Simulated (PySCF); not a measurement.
# Rh(27+): ionisation energy

Rh(27+) [Ar] (1S) → Rh(28+) [Ne] 3s2 3p5 (2P), as a difference of total energies. Computed with PySCF 2.14 in an even-tempered Gaussian basis (18 s from 3.6 bohr⁻², ratio 2.5; 12 p from 4.7 bohr⁻², ratio 2.5; 5 d from 23 bohr⁻², ratio 2.7; 4 f from 34 bohr⁻², ratio 2.7), with scalar relativity by spin-free X2C-1e. Correlated levels: outer shells: 1s2 frozen; virtual orbitals above 40 to 60 times the deepest correlated orbital energy dropped. The calculations carry no spin-orbit coupling.

```csv
method,ionisation energy (eV)
UHF,1555.2
LDA,1556.6
PBE,1556.6
PBE0,1556.8
r2SCAN,1557.4
M06-L,1557.3
PBEsol,1556.3
MP2 (outer shells),1556.2
SCS-MP2 (outer shells),1556.0
```

A first-order spin-orbit estimate (lowest level to lowest level, LS coupling) adds -10.415 eV.

Breit and QED terms and the two-electron picture change are absent.

For comparison: 1544 ± 5 eV (semi-empirical (NIST evaluation); NIST Atomic Spectra Database, ionization energies).
